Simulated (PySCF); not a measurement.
Species: C₆H₁₄FPSi.
Geometry (GFN2-xTB, Å), atoms numbered from 1 in this order:
```xyz
23
C6H14FPSi angstrom
C      3.2635    0.3953    0.1069
P      1.5301    0.9241    0.4851
C      0.8379    0.7343   -1.2329
C     -0.6794    0.9092   -1.2494
Si    -1.5313   -0.4157   -0.1867
C     -3.3863   -0.1376    0.0494
F     -1.3678   -1.8154   -1.0179
C     -0.5762   -0.6742    1.4354
C      0.9310   -0.6924    1.1889
H      3.2801   -0.5430   -0.4461
H      3.7512    1.1714   -0.4802
H      3.8102    0.2763    1.0406
H      1.3147    1.4956   -1.8586
H      1.1101   -0.2493   -1.6277
H     -1.0362    0.8536   -2.2807
H     -0.9252    1.9076   -0.8846
H     -3.8291   -0.9607    0.5993
H     -3.8880   -0.0748   -0.9098
H     -3.5916    0.7766    0.5938
H     -0.8090    0.1197    2.1465
H     -0.8743   -1.6147    1.9049
H      1.4684   -0.8535    2.1290
H      1.1928   -1.5054    0.5050
```

NICS = −σ at a ghost point: NICS(0) at the centroid of the ring atoms, NICS(1) 1 Å to either side along the normal of their mean plane, zz for the tensor component along that normal. Level: GIAO PBE0/pcSseg-1 (PySCF, non-relativistic, gas phase) on the GFN2-xTB geometry, one conformer.

Ring bond lengths (Å), with Mayer bond orders in brackets: P2–C3 1.862 (0.94), C3–C4 1.527 (1.04), C4–Si5 1.900 (0.90), Si5–C8 1.900 (0.90), C8–C9 1.527 (1.04), C9–P2 1.862 (0.94).

Q: What do the NICS probes read (ppm)?

A: 
```csv
ring,type,NICS(0),"NICS(1), two faces","NICS(1)zz, two faces",rms pucker (Å),"centre to ring atoms, mean (Å)"
P2–C3–C4–Si5–C8–C9,6-membered ring with P and Si; formal bonds all single,-2.0,-2.8 / -1.4,3.7 / 6.0,0.30,1.68
```

Q: What do they say, and how far can they be read as aromaticity?

A: 
- P2–C3–C4–Si5–C8–C9: mean NICS(1)zz 4.8 ppm, deshielded. C3, C4, Si5, C8, C9 have four or more neighbours, and the NICS criterion for π rings isn't applied.

Q: At the first NICS(1) probe listed for ring P2–C3–C4–Si5–C8–C9, 1 Å off the ring, how large is the induced field along the normal in 14.1 T applied along it?

A: NICSzz × B0 = 3.7 ppm × 14.1 T = 52 μT, along the applied field.

Q: What are the shieldings of the ring atoms and their hydrogens in the same run (means over atoms taken as equivalent)?

A: 
| atoms | environment | σ isotropic (ppm) | principal values of the symmetric part, first atom (ppm) |
| --- | --- | --- | --- |
| P2 | phosphine phosphorus | 383.0 | 359.9, 382.4, 406.7 |
| C3 (×2) | sp3 carbon bound to phosphorus | 155.5 | 140.9, 152.2, 173.4 |
| C4 (×2) | sp3 carbon bound to silicon | 171.0 | 163.8, 174.1, 175.1 |
| Si5 | fluorine-bound silicon | 317.9 | 296.7, 301.6, 355.3 |
| H13 (×2) | methylene hydrogen | 29.81 | 23.8, 29.1, 36.5 |
| H14 (×2) | methylene hydrogen | 30.26 | 26.7, 30.3, 33.7 |
| H15 (×2) | methylene hydrogen | 30.36 | 25.1, 28.5, 37.5 |
| H16 (×2) | methylene hydrogen | 30.98 | 26.6, 29.9, 36.4 |
